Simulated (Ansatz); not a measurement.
# Reading a saddle point

A first-order saddle point of SiAsH6, doublet, PBE0-D4/def2-TZVP, with one imaginary mode of 113i cm⁻¹:

```
atom    x (Å)    y (Å)    z (Å)
  H1  -0.7845  -0.2223  -0.5673
 As2  -1.8485   0.8268  -1.0522
 Si3   1.0217  -0.9787   0.5320
  H4  -1.7774   1.5664   0.2765
  H5  -0.7606   1.7045  -1.6549
  H6   0.5166  -0.6359   1.8867
  H7   1.9671   0.0593   0.0461
  H8   1.6655  -2.3201   0.5331
```

Ansatz 0.2.0; basis: def2-TZVPP and def2-QZVPP; cores frozen in the correlated methods; orbitals are unrestricted. Filled d shells of the heavier atoms are correlated. The def2 sets are not built for correlating such inner shells, so the correlated values are less sure here. Extrapolation: Hartree–Fock as exp(−7.88 √X), correlation as X^−2.97.

Question: Which contacts change along the imaginary mode, and what lies on either side? (Judge from chemistry; the calculation decides.)

Answer: The calculation gives: The step is AsH₃ + SiH₃ → AsH₂ + SiH₄, with the molecules in contact on both sides. Shortening one way: H1–Si3; lengthening the same way: H1–As2.
| pair | one side (Å) | saddle (Å) | other side (Å) |
| --- | --- | --- | --- |
| H1–Si3 | 2.80 | 2.25 | 1.49 |
| H1–As2 | 1.53 | 1.57 | 3.45 |

Question: Which side is lower, and how far does the saddle lie above each? (Judge from chemistry; the value comes from the calculation.)

Answer: The calculation gives: The side with H1–Si3 short is lower by 0.733 eV; the saddle lies 0.822 eV above it and 0.090 eV above the other (CCSD(T) at an estimated basis limit (MP2 extrapolated from triple and quadruple zeta, plus CCSD(T) − MP2 in triple zeta); electronic energies).

The T1 diagnostic stays at or below 0.014. ⟨S²⟩ of the unrestricted Hartree–Fock references: 0.75 to 0.77 (a pure state has 0.75).

Radical steps of this kind take place in plasma deposition and etching.

For scale, one of the runs: CCSD(T)/def2-TZVPP, 174 basis functions, launched by `ansatz run in.yaml --threads 4 --pin off --events-out ev --progress --plain --max-ram 9574MiB`. Time: 110 s of wall clock on 4 CPU threads of an Arm Neoverse V1; the host was shared. Peak host memory: 3.6 GiB.
